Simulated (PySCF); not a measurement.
# KHg and its ions

PBE0; basis K def2-SVP, Hg def2-SVP with ECP60; scalar-relativistic core potentials; PySCF 2.14. Neutral (UKS): doublet (σ ↑), Re = 4.084 Å, ωe = 33.1 cm⁻¹, De = 0.06 eV, HOMO -2.95 eV, LUMO -1.31 eV.

KHg⁺ (UKS): singlet (closed shell), Re = 3.594 Å, ωe = 61.8 cm⁻¹, De = 0.19 eV to K⁺ + Hg. The energies at the minima are -753.17404 hartree for KHg and -753.01865 for KHg⁺.

Question: Work out the adiabatic ionisation energy, without and with harmonic zero-point energies (1 hartree = 27.2114 eV, 1 eV = 8065.5 cm⁻¹), and the change of the bond length.

Answer: At PBE0: 0.15539 hartree = 4.228 eV between the minima; the zero-point term (61.8 − 33.1)/2 cm⁻¹ = +0.002 eV makes it 4.230 eV. Re changes by -49.0 pm against the neutral. The electron leaves a σ orbital, and the shorter bond of the ion fits an antibonding orbital, or a change in how ionic the bond is.

Closed-shell solutions of metal pairs were not tested for spin polarisation, which can lower them a little. Weak bonds: KHg, KHg⁺. Basis-set superposition, not corrected here, can be much of De in a small basis, most of all at correlated wavefunction levels. Spin–orbit coupling is left out. For an ion De counts to the pair picked by the measured ionisation energies or electron affinities, which need not be the lowest pair at this level. States were picked by a PBE0 search and need not be the measured ground states.
